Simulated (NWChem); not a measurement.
Species: BNH3, doublet; SMILES B[NH]

Program: NWChem. Spin-unrestricted. In the optimisation the excess spin sits in a' (Cs, its own frame). No stability test was run on the SCF state. The level has its own optimisation; frequencies are unscaled.

Question: What does the run give for CAM-B3LYP/def2-SVP? Quantities: r B–N (Å); r H–N (Å); highest harmonic frequency (cm⁻¹); lowest (cm⁻¹); zero-point energy (kcal/mol).

Answer: 
```yaml
r B–N (Å): 1.331
r H–N (Å): 1.005
highest harmonic frequency (cm⁻¹): 3802
lowest (cm⁻¹): 184
zero-point energy (kcal/mol): 19.3
```
